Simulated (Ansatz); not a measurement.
Harmonic frequencies (cm⁻¹) at PBE0-D4/def2-TZVP from Ansatz: 240, 540, 570, 673, 947, 960, 1009, 1059, 1115, 1228, 1458, 2598, 2691, 3141, 3224.

(1) Which molecule is it?
A. `C#CC[TeH]`
B. `C#CC(O)S`
C. `NC1CC1=O`
D. `BCBr`

Results:

(1) D.
